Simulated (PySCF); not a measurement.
Computed shifts of a molecule C₄H₁₂Si₂, B3LYP/pcSseg-1 (PySCF), GIAO, gas phase, atoms alike by connectivity averaged where their shifts nearly agree, in ppm (number of nuclei): ¹³C: 163.2 (1), 156.4 (1), 13.7 (1), 11.2 (1). ²⁹Si: -30.5 (1), -66.8 (1). ¹H: 7.51 (1), 7.14 (1), 4.51 (1), 4.37 (3), 4.35 (1), 1.48 (3), 0.99 (2). References: ¹³C against TMS (σ = 181.3 ppm); ²⁹Si against TMS (σ = 338.7 ppm); ¹H against TMS (σ = 31.68 ppm), references at their B3LYP-D3(BJ)/def2-TZVP geometries, non-relativistic. Coordinates come from a B3LYP-D3(BJ)/def2-SVP optimisation. The values are those of a single conformer.

Problem. Pick the molecule that these values belong to.
A) C=C[Si@@H](C)[SiH2]C
B) C=CCC([SiH3])[SiH3]
C) CC[SiH2]/C=C/[SiH3]
D) C[Si]1([SiH3])CCC1

Solution. C, CC[SiH2]/C=C/[SiH3]
